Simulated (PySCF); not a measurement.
# What builds the third ionisation energy along the 3d series

Calculated with PySCF 2.14 from differences of total energies of unrestricted determinants, without spin-orbit coupling. Each column adds one step, in eV (sums use unrounded values): valence MP2, valence CCSD, valence triples, then the next inner shell at CCSD(T) (Ti 3s 3p, V 3s 3p, Cr 3s 3p, Mn 3s 3p, Fe 3s 3p, Co 3s 3p, Ni 3s 3p, Cu 3s 3p, Zn 3s 3p). References (NIST) marked * lie between the lowest fine-structure levels; the others compare directly ((s) semi-empirical, (t) theoretical).

```
                                                element     UHF  + MP2  + CCSD  + (T)  + inner shell     sum          reference
 Ti [Ar] 3d2 → [Ar] 3d1 (def2-TZVPPD, non-relativistic)  26.752  0.116   0.034  0.000          0.347  27.249           27.492 *
  V [Ar] 3d3 → [Ar] 3d2 (def2-TZVPPD, non-relativistic)  28.340  0.362   0.066  0.002          0.415  29.186           29.311 *
 Cr [Ar] 3d4 → [Ar] 3d3 (def2-TZVPPD, non-relativistic)  29.875  0.624   0.062  0.008          0.410  30.979   30.959 ± 0.025 *
 Mn [Ar] 3d5 → [Ar] 3d4 (def2-TZVPPD, non-relativistic)  32.582  0.823   0.027  0.014          0.285  33.731   33.668 ± 0.012 *
 Fe [Ar] 3d6 → [Ar] 3d5 (def2-TZVPPD, non-relativistic)  28.527  1.550  -0.034  0.039          0.296  30.377   30.651 ± 0.012 *
 Co [Ar] 3d7 → [Ar] 3d6 (def2-TZVPPD, non-relativistic)  31.440  1.790  -0.142  0.052          0.192  33.332  33.5 ± 0.06 (s) *
 Ni [Ar] 3d8 → [Ar] 3d7 (def2-TZVPPD, non-relativistic)  32.873  2.217  -0.284  0.072          0.209  35.088   35.187 ± 0.019 *
 Cu [Ar] 3d9 → [Ar] 3d8 (def2-TZVPPD, non-relativistic)  34.291  2.628  -0.445  0.086          0.211  36.771   36.841 ± 0.012 *
Zn [Ar] 3d10 → [Ar] 3d9 (def2-TZVPPD, non-relativistic)  37.327  2.912  -0.624  0.098          0.111  39.824           39.723 *
```

What remains against the references is mostly basis incompleteness and, for starred values, spin-orbit coupling.

These are valence bases, so the inner-shell step is incomplete.
